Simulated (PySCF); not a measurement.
Zn(Me)(NH2) (CH5NZn), SMILES [CH3][Zn][NH2]. Atoms are numbered in the order given.

```xyz
8

Zn    -0.0104    -0.0250     0.0127
C     -0.3720     1.4649    -1.1668
H     -1.2431     2.0543    -0.8134
H     -0.6003     1.1158    -2.1950
H      0.4979     2.1510    -1.2284
N      0.4946    -1.3719     1.1559
H      0.4889    -2.3152     0.7456
H     -0.0623    -1.4418     2.0180
```

Coordinates come from a PBE-D3(BJ)/def2-SVP optimisation. The values are those of a single conformer.

Computed with PBE/def2-TZVPD (PySCF).

The molecule is in vacuum.

```yaml
total_energy: -1874.91549 hartree
highest_occupied_level: -5.47 eV
lowest_empty_level: -1.01 eV
orbital_gap: 4.47 eV
dipole_moment: 1.00 D
quadrupole, principal values (traceless, Buckingham form, about the centre of nuclear charge): -6.49, 2.08, 4.40 D·Å
mean_static_polarisability: 53.0 bohr³ (7.85 Å³)
polarisability_principal_values: 42.4, 44.8, 71.7 bohr³
```
